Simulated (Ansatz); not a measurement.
Gas-phase electronic energies from Ansatz, PBE0-D4/def2-TZVP geometries. CCSD(T)/CBS adds triple-zeta CCSD(T) − MP2 to the extrapolated MP2 energy (def2 sets, frozen cores). This one scheme is used for every species. Functionals use def2-TZVPP. One conformer a species, not always the lowest.

`C[SiH2][AlH][O][SiH3]` + `CC` → `C[CH2][AlH][O][SiH3]` + `C[SiH3]`  (formal exchange of groups at the Al–Si bond)

**Question.** Is it downhill or uphill in electronic energy at CCSD(T)/CBS, and by how much? (Best estimate.)

**Answer.** Computed: Uphill: ΔE = +11.0 kJ/mol.

**Question.** What do these levels give: PBE-D4, B2PLYP, PBE0, HF/def2-TZVPP, MP2/def2-TZVPP, HF/def2-QZVPP? (Estimate.)

**Answer.** Ansatz gave: PBE-D4 22.2, B2PLYP 9.4, PBE0 20.0, HF/def2-TZVPP 8.5, MP2/def2-TZVPP 4.8, HF/def2-QZVPP 7.7 kJ/mol.

Largest T1 diagnostic among the species: 0.012.
